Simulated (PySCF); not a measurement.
Calculation: PySCF 2.14.0 with B3LYP-D3(BJ)/def2-TZVP // B3LYP-D3(BJ)/def2-SVP. All species are isolated molecules in the gas phase. One relaxed conformer stands for a flexible species; it need not be the lowest. B3LYP has the VWN-RPA correlation part, as in Gaussian. Excitations are Tamm–Dancoff values on a coarser integration grid. The basis has no diffuse functions, so Rydberg states are missing or too high.

Reference species (SMILES): `C=Cc1cccc(OC)c1` (C–C–C–C torsion 0°, C–C–O–C torsion 0°) (neutral, multiplicity 1).

The brightest of the four lowest singlets (TDA) is 5.80 eV and the S1 oscillator strength comes out as 0.033. The HOMO comes out as -6.12 eV.

Changed species: `C=Cc1ccccc1OC` (C–C–C–C torsion 10°, C–C–O–C torsion -179°).

Problem. Give the shifts of the brightest of the four lowest singlets (TDA), S1 oscillator strength and HOMO.

Solution. the brightest of the four lowest singlets (TDA) decreases by 0.69 eV, to 5.11 eV; the S1 oscillator strength goes up by 0.130, to 0.163; the HOMO increases by 0.18 eV, to -5.94 eV.
